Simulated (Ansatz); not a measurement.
Species: sum formula ZrOCl₂, net charge 1, doublet state. The spin state was set by rule; other spins were not relaxed. 
Geometry from a B3LYP-D3(BJ)/def2-TZVP (Ansatz, a first-principles code) optimisation:
```
Zr
O 1 1.9005
Cl 1 2.2803 2 104.06
Cl 1 2.2803 2 104.06 3 -119.01
```
Charge +1, spin multiplicity 2.

Total electronic energies in hartree. Correlated levels leave the core frozen unless marked. Open shells are spin-unrestricted. Spin-orbit coupling is left out. The frozen core is the preceding noble-gas configuration, with the filled d and f shells of earlier blocks. In def2 rows, elements after Kr have scalar-relativistic effective core potentials. STO-3G rows are all-electron and non-relativistic. CBS(X,Y): correlation extrapolated as X^-3; Hartree-Fock from the larger set.

```csv
level,program,energy (Eh)
HF/def2-SVP,Ansatz,-1039.89540
HSE06/def2-TZVPD,Ansatz,[?]
LC-wPBE-D4/def2-TZVPD,Ansatz + dftd4,[?]
wB97M-V/def2-TZVPD,Ansatz,-1042.40685
B2GP-PLYP-D3(BJ)/def2-TZVPD,Ansatz + dftd3,-1041.95768
"MP2/CBS(def2-TZVPPD,def2-QZVPPD)",Ansatz,-1041.1212
SCS-MP2/STO-3G,Ansatz,-4486.38121
CCSD(T)/def2-TZVPP,Ansatz,-1041.05664
"CCSD(T)/CBS(def2-TZVPPD,def2-QZVPPD)",Ansatz,-1041.1887
```

Task: Some entries are withheld; supply them.

Result: 
- HSE06/def2-TZVPD, energy (Eh): -1042.14555
- LC-wPBE-D4/def2-TZVPD, energy (Eh): -1042.26124
